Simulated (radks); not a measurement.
Values are calculated unless marked as measured or tabulated.
Spherical quantum dot in the effective-mass picture: electrons in a hard-walled sphere of radius 7.07, with a point charge +2 (a donor) at the centre, all in effective atomic units (hartree* = m*/eps^2 hartree, bohr* = eps/m* bohr), one dielectric constant everywhere. Level of theory: non-relativistic Kohn-Sham, r2SCAN, spin-polarised, spherical densities, generalised Kohn-Sham scheme (a radial shooting solver with Libxc functionals). Levels are named by radial order and angular momentum (1s, 1p, 1d, 2s, ...), and open shells are averaged over m.

N = 26, configuration 1s2 1p6 1d10 2s2 1f(up 6, down 0). This is the lowest configuration that the search found. Occupied and some empty levels:

| level | occupation | eigenvalue (hartree*) | <r> (bohr*) |
|---|---|---|---|
| 1s up | 1 | 3.9970 | 1.037 |
| 1s down | 1 | 3.9971 | 1.007 |
| 2s up | 1 | 4.1392 | 5.173 |
| 1p up | 3 | 4.1764 | 5.293 |
| 2s down | 1 | 4.1789 | 5.151 |
| 1p down | 3 | 4.2180 | 5.248 |
| 1d up | 5 | 4.2578 | 5.370 |
| 1d down | 5 | 4.3030 | 5.339 |
| 1f up | 6 | 4.3745 | 5.446 |
| 1f down | 0 | 4.4239 | 5.426 |
| 1g up | 0 | 4.5244 | 5.517 |
| 1g down | 0 | 4.5781 | 5.505 |
| 2p up | 0 | 4.7823 | 3.535 |
| 2p down | 0 | 4.8056 | 3.527 |
| 2d up | 0 | 4.9958 | 4.044 |
| 2d down | 0 | 5.0262 | 4.050 |

Energy (hartree*): total 51.4873, kinetic 13.265, external -15.971, Hartree 61.511, exchange-correlation -7.3175.
